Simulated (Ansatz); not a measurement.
Calculated with Ansatz (gas phase, PBE0-D4/def2-TZVP geometries, no zero-point term in ΔE). CBS: MP2 limit from def2 TZ/QZ plus the TZ coupled-cluster correction, frozen cores. This one scheme is used for every species. One conformer a species, not always the lowest.

Consider the hydrogenolysis of the Si–O bond: `[CH3][Al]([OH])[SiH2]O` + H₂ → `[CH3][Al]([OH])[SiH3]` + H₂O.

`[CH3][Al]([OH])[SiH2]O`:

Cartesian coordinates in Å:
```
C 0.042 2.244 -0.698
Al -0.094 0.305 -0.613
O -0.217 -0.508 -2.106
Si -0.088 -1.096 1.426
O 0.004 -2.724 1.084
H 0.016 2.716 0.287
H 0.977 2.541 -1.185
H -0.773 2.664 -1.297
H -0.344 -1.454 -2.165
H -1.358 -0.948 2.194
H 1.009 -0.703 2.369
H 0.826 -3.038 0.705
```

H₂:

```xyz
2

H    -0.277    0.195   -0.156
H     0.277   -0.195    0.156
```

`[CH3][Al]([OH])[SiH3]`:

Z-matrix (Å, degrees):
```
C
Al 1 1.943
H 1 1.093 2 111.6
H 1 1.095 2 111.2 3 -120.8
H 1 1.095 2 111.1 3 120.7
O 2 1.702 1 117.0 3 -0.8
Si 2 2.461 1 124.3 3 179.3
H 6 0.956 2 122.9 1 180.0
H 7 1.493 2 111.5 1 61.2
H 7 1.493 2 111.6 1 -57.9
H 7 1.492 2 112.7 1 -178.4
```

H₂O:

Cartesian coordinates in Å:
```
O -0.102 -0.339 0.162
H -0.094 -0.117 -0.771
H 0.196 0.456 0.609
```

| species | SCS-MP2/def2-TZVPP energy (Eh) |
| --- | --- |
| `[CH3][Al]([OH])[SiH2]O` | -723.59538 |
| H₂ | -1.17094 |
| `[CH3][Al]([OH])[SiH3]` | -648.42679 |
| H₂O | -76.32077 |

Task: Work out ΔE.

Result: ΔE = (-648.42679) + (-76.32077) − (-723.59538) − (-1.17094) = 0.01876 Eh = +0.51 eV. CCSD(T)/CBS gives +0.47 eV.

Largest T1 diagnostic among the species: 0.013.

The D4 term adds +0.05 eV with B3LYP and +0.02 eV with PBE0; it sums over pairs of atoms, weighted by their polarisabilities, and B3LYP, whose exchange is more repulsive, gets the larger term.

B3LYP here is the variant with VWN-RPA as its local correlation; programs differ in this.
